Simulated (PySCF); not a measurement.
Correlation energy of Sn⁺ (tin, charge +1)

[Kr] 4d10 5s2 5p1, 2P determinant. Computed with PySCF 2.14 in def2-TZVPPD with the def2 core potential (28 electrons) (7s5p4d2f, 56 functions), with a scalar-relativistic core potential. Frozen: 4s2 4p6 4d10; 3 electrons correlated.

```json
{"level": "CCSD", "correlation energy (mhartree)": "-44.14"}
{"level": "(T)", "correlation energy (mhartree)": "-0.66"}
{"level": "CCSD(T)", "correlation energy (mhartree)": "-44.80"}
{"level": "CCSDT", "correlation energy (mhartree)": "-45.02"}
```

Diagnostics: T1 = 0.010, D1 = 0.0241, largest double amplitude 0.093.

Cost of the coupled-cluster step: roughly 0.7 core-seconds, for 3 correlated electrons.
